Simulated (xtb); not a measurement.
Input for xtb: GFN2-xTB on SH (SMILES [SH+]), 2S+1 = 1, a spin state set in the input, which need not be the lowest. Charge +1.

```
$ xtb mol.xyz --gfn 2 --sp --chrg 1 --uhf 0
2

S     -0.00000000    -0.00000000    -0.08067466
H      0.00000000     0.00000000     1.29079460
```

Output:

```
[...]
           -------------------------------------------------
          |                Calculation Setup                |
           -------------------------------------------------



           -------------------------------------------------
          |                 G F N 2 - x T B                 |
           -------------------------------------------------

        Reference                      10.1021/acs.jctc.8b01176
      * Hamiltonian:
        H0-scaling (s, p, d)           1.850000    2.230000    2.230000
        zeta-weighting                 0.500000
      * Dispersion:
        s8                             2.700000
        a1                             0.520000
        a2                             5.000000
        s9                             5.000000
      * Repulsion:
        kExp                           1.500000    1.000000
        rExp                           1.000000
      * Coulomb:
        alpha                          2.000000
        third order                    shell-resolved
        anisotropic                    true
        a3                             3.000000
        a5                             4.000000
        cn-shift                       1.200000
        cn-exp                         4.000000
        max-rad                        5.000000


          ...................................................
          :                      SETUP                      :
          :.................................................:
          :  # basis functions                  11          :
          :  # atomic orbitals                  10          :
          :  # shells                            4          :
          :  # electrons                         6          :
          :  max. iterations                   250          :
          :  Hamiltonian                  GFN2-xTB          :
          :  restarted?                      false          :
          :  GBSA solvation                  false          :
          :  PC potential                    false          :
          :  electronic temp.          300.0000000     K    :
          :  accuracy                    1.0000000          :
          :  -> integral cutoff          0.2500000E+02      :
          :  -> integral neglect         0.1000000E-07      :
          :  -> SCF convergence          0.1000000E-05 Eh   :
          :  -> wf. convergence          0.1000000E-03 e    :
          :  Broyden damping             0.4000000          :
          :  net charge                          1          :
          :  unpaired electrons                  0          :
          ...................................................

 iter      E             dE          RMSdq      gap      omega  full diag
   1     -3.1496326 -0.314963E+01  0.818E+00    0.00       0.0  T
   2     -3.1508474 -0.121475E-02  0.434E+00    0.00       1.0  T
   3     -3.1512358 -0.388455E-03  0.342E-01    0.00       1.0  T
   4     -3.1512378 -0.197371E-05  0.104E-01    0.00       1.0  T
   5     -3.1512379 -0.772750E-07  0.160E-02    0.00       4.4  T
   6     -3.1512379 -0.336467E-07  0.742E-03    0.00       9.5  T
   7     -3.1512379 -0.946466E-09  0.752E-04    0.00      94.0  T
   8     -3.1512379 -0.727303E-10  0.108E-04    0.00     656.7  T

   *** convergence criteria satisfied after 8 iterations ***

         #    Occupation            Energy/Eh            Energy/eV
      -------------------------------------------------------------
         1        2.0000           -1.0456430             -28.4534
         2        2.0000           -0.7691290             -20.9291
         3        1.0000           -0.7013433             -19.0845 (HOMO)
         4        1.0000           -0.7013433             -19.0845 (LUMO)
         5                         -0.4415166             -12.0143
         6                         -0.3045197              -8.2864
         7                         -0.3045197              -8.2864
         8                         -0.2911920              -7.9237
       ...                                ...                  ...
        10                          0.0916318               2.4934
      -------------------------------------------------------------
                  HL-Gap            0.0000000 Eh            0.0000 eV
             Fermi-level           -0.7013433 Eh          -19.0845 eV

 SCC (total)                   0 d,  0 h,  0 min,  0.001 sec
 SCC setup                      ...        0 min,  0.000 sec (  6.758%)
 Dispersion                     ...        0 min,  0.000 sec (  1.825%)
 classical contributions        ...        0 min,  0.000 sec (  1.109%)
 integral evaluation            ...        0 min,  0.000 sec ( 16.204%)
 iterations                     ...        0 min,  0.000 sec ( 58.738%)
 molecular gradient             ...        0 min,  0.000 sec (  9.070%)
 printout                       ...        0 min,  0.000 sec (  5.628%)

         :::::::::::::::::::::::::::::::::::::::::::::::::::::
         ::                     SUMMARY                     ::
         :::::::::::::::::::::::::::::::::::::::::::::::::::::
         :: total energy              -3.144403755869 Eh    ::
         :: gradient norm              0.000398012869 Eh/a0 ::
         :: HOMO-LUMO gap              0.000000055837 eV    ::
         ::.................................................::
         :: SCC energy                -3.151237911185 Eh    ::
         :: -> isotropic ES            0.143599712836 Eh    ::
         :: -> anisotropic ES         -0.001976178893 Eh    ::
         :: -> anisotropic XC          0.003631804543 Eh    ::
         :: -> dispersion             -0.000119563513 Eh    ::
         :: repulsion energy           0.006834155316 Eh    ::
         :: add. restraining           0.000000000000 Eh    ::
         :: total charge               1.000000000000 e     ::
         :::::::::::::::::::::::::::::::::::::::::::::::::::::

           -------------------------------------------------
          |                Property Printout                |
           -------------------------------------------------

    * Orbital Energies and Occupations

         #    Occupation            Energy/Eh            Energy/eV
      -------------------------------------------------------------
         1        2.0000           -1.0456430             -28.4534
         2        2.0000           -0.7691290             -20.9291
         3        1.0000           -0.7013433             -19.0845 (HOMO)
         4        1.0000           -0.7013433             -19.0845 (LUMO)
         5                         -0.4415166             -12.0143
         6                         -0.3045197              -8.2864
         7                         -0.3045197              -8.2864
         8                         -0.2911920              -7.9237
         9                         -0.2911920              -7.9237
        10                          0.0916318               2.4934
      -------------------------------------------------------------
                  HL-Gap            0.0000000 Eh            0.0000 eV
             Fermi-level           -0.7013433 Eh          -19.0845 eV

     #   Z          covCN         q      C6AA      α(0)
     1  16 S        0.920     0.775   111.770    17.882
     2   1 H        0.920     0.225     0.980     1.548

 Mol. C6AA /au·bohr⁶  :        133.636895
 Mol. C8AA /au·bohr⁸  :       5995.885846
 Mol. α(0) /au        :         19.429848


Wiberg/Mayer (AO) data.
largest (>0.10) Wiberg bond orders for each atom

 ---------------------------------------------------------------------------
     #   Z sym  total        # sym  WBO       # sym  WBO       # sym  WBO
 ---------------------------------------------------------------------------
Note: The following floating-point exceptions are signalling: IEEE_DENORMAL
normal termination of xtb
     1  16 S    0.949 --     2 H    0.949
     2   1 H    0.949 --     1 S    0.949
 ---------------------------------------------------------------------------

Topologies differ in total number of bonds
Writing topology from bond orders to xtbtopo.mol

molecular dipole:
                 x           y           z       tot (Debye)
 q only:        0.000       0.000       0.431
   full:       -0.000       0.000       0.508       1.291
molecular quadrupole (traceless):
                xx          xy          yy          xz          yz          zz
 q only:       -0.679       0.000      -0.679       0.000       0.000       1.358
  q+dip:       -0.874       0.000      -0.874      -0.000       0.000       1.748
   full:       -0.620       0.000      -0.620       0.000       0.000       1.240


           -------------------------------------------------
          | TOTAL ENERGY               -3.144403755869 Eh   |
          | GRADIENT NORM               0.000398012869 Eh/α |
          | HOMO-LUMO GAP               0.000000055837 eV   |
           -------------------------------------------------

------------------------------------------------------------------------
------------------------------------------------------------------------
 total:
 SCF:
```

The run finished.

Cost: around 0.020 core-seconds (rough).
